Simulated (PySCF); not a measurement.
SMILES C[SiH2]B (CAM-B3LYP/def2-SVP optimised geometry):

```
10

B      1.628    -0.622     0.000
Si    -0.387    -0.622     0.000
C     -1.195     1.080     0.000
H      2.228    -1.664     0.107
H      2.292     0.379    -0.123
H     -0.813    -1.379    -1.221
H     -0.872    -1.409     1.177
H     -2.292     1.002    -0.023
H     -0.876     1.664    -0.877
H     -0.915     1.648     0.901
```

Computed with CAM-B3LYP/def2-TZVP run with PySCF.

What are the frontier orbital energies and the dipole moment?

HOMO-2 -10.73 eV, HOMO-1 -10.31 eV, HOMO -9.49 eV, LUMO -1.19 eV, LUMO+1 1.61 eV; dipole moment 0.68 D.

Meta-Löwdin charges at CAM-B3LYP/def2-TZVP: B1 -0.17, Si2 0.53, C3 -0.58, H4 0.03, H5 0.02, H6 -0.10, H7 -0.10, H8 0.13, H9 0.12, H10 0.12.
